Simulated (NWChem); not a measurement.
Molecule: GaH₂, doublet; SMILES [GaH2]

Computed with NWChem. Spin-unrestricted. Spin-contaminated determinants: UHF/STO-3G (<S²> = 1.01). In the optimisation the excess spin sits in a1 (C2v, its own frame). The spin multiplicity was typed, not searched, and may not be the lowest. No stability test was run on the SCF state. Each level has its own optimisation; frequencies are unscaled.

```tsv
level	r Ga–H (Å)	highest harmonic frequency (cm⁻¹)	lowest (cm⁻¹)	zero-point energy (kcal/mol)	dipole (D)
LDA (Slater exchange, VWN5)/def2-SVP	1.600	1826	708	6.1	0.06
UHF/3-21G	1.595	1841	806	6.4	0.46
UHF/STO-3G	1.342	2557	843	7.4	0.14
B3LYP/def2-TZVP	1.602	1828	734	6.2	0.33
PBE0/def2-SVP	1.595	(withheld)	737	6.3	(withheld)
```

### Question
Fill in the missing entries.

### Answer

- PBE0/def2-SVP, highest harmonic frequency (cm⁻¹): 1879
- PBE0/def2-SVP, dipole (D): 0.19
